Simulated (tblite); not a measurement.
C₆H₁₃ClSi₂.
Cartesian coordinates in Å at the GFN2-xTB level; atoms count from 1:
```xyz
22
C6H13ClSi2 angstrom
C      2.794   -1.321    0.615
C      1.410   -0.705    0.661
Cl     1.020   -0.283    2.364
Si     1.234    0.897   -0.377
C     -0.602    1.184   -0.837
C     -1.083    0.018   -1.634
C     -1.971   -0.812   -1.092
Si    -2.487   -0.239    0.616
C     -1.513    1.386    0.387
H      3.546   -0.597    0.922
H      2.863   -2.189    1.269
H      3.011   -1.635   -0.404
H      0.663   -1.450    0.380
H      2.012    0.706   -1.609
H      1.761    2.020    0.399
H     -0.616    2.077   -1.471
H     -0.658   -0.119   -2.621
H     -2.327   -1.683   -1.619
H     -3.929   -0.026    0.775
H     -1.994   -1.091    1.702
H     -0.944    1.673    1.269
H     -2.202    2.208    0.189
```

All values are computed: GFN2-xTB (tblite) harmonic vibrations without scaling, gas phase. The method is semi-empirical: single wavenumbers can be off by several per cent or more. Modes of hydrogen on silicon can be 10 to 20 % off. One conformer, not necessarily the lowest.

Harmonic wavenumbers (cm⁻¹): 29.9, 54.8, 67.1, 105.5, 170.0, 182.9, 225.0, 257.1, 275.4, 338.3, 371.0, 456.5, 479.5, 494.5, 506.7, 566.1, 606.7, 627.4, 642.0, 675.3, 721.1, 730.6, 734.7, 759.0, 770.1, 801.6, 813.0, 827.1, 917.8, 971.2, 995.5, 1042.7, 1067.4, 1101.1, 1106.1, 1139.7, 1183.7, 1186.4, 1210.5, 1264.1, 1276.3, 1309.1, 1408.3, 1486.1, 1490.7, 1498.5, 1627.8, 2217.9, 2223.7, 2245.6, 2276.6, 2905.5, 2944.0, 2974.4, 3011.0, 3015.7, 3024.0, 3029.8, 3036.8, 3081.8.

A = 1417, B = 726.7, C = 614.4 MHz; mass 176.024 u (most abundant isotopes); point group C1, symmetry number 1.

Zero-point energy?

Half the sum of the wavenumbers: 36279 cm⁻¹ = 103.73 kcal/mol.

Entropy at 298.15 K, 1 bar (ideal gas, RRHO, classical rotation)?

Translation 41.43, rotation 30.61, vibration 37.95: S = 110.0 cal/(mol K).

And Cp and H(298.15 K) − H(0)?

Cp = 47.87 cal/(mol K), of which vibrations give 39.92 (their classical limit is 60 R = 119.2); H(298.15 K) − H(0) = 8.24 kcal/mol without the zero-point energy, 5.87 from vibrations.

How do the functions run with temperature in this model?

```
T (K)  S (cal/(mol K))  Cp (cal/(mol K))  H − H(0) (kcal/mol)  G − H(0) (kcal/mol)  ln q(vib)
  150             84.9              27.4                 2.66               -10.08       4.30
  250            102.1              41.3                 6.09               -19.44       7.59
  400            125.8              60.2                13.76               -36.57      12.58
  600            153.9              77.9                27.71               -64.61      19.14
  900            188.9              94.4                53.78              -116.20      28.30
```

q(vib) and H(0) count from the zero-point level.

What must be added to the electronic energy to get the Gibbs energy at 298.15 K and 1 bar?

ZPE + [H(298.15 K) − H(0)] − T·S = 103.73 + 8.24 − 32.79 = 79.18 kcal/mol.

Hindered rotation and anharmonicity are outside this model. Other conformers, if any are populated, would add a mixing term that is left out. The structure is chiral; the term R ln 2 for an equal mix with its mirror image is left out.
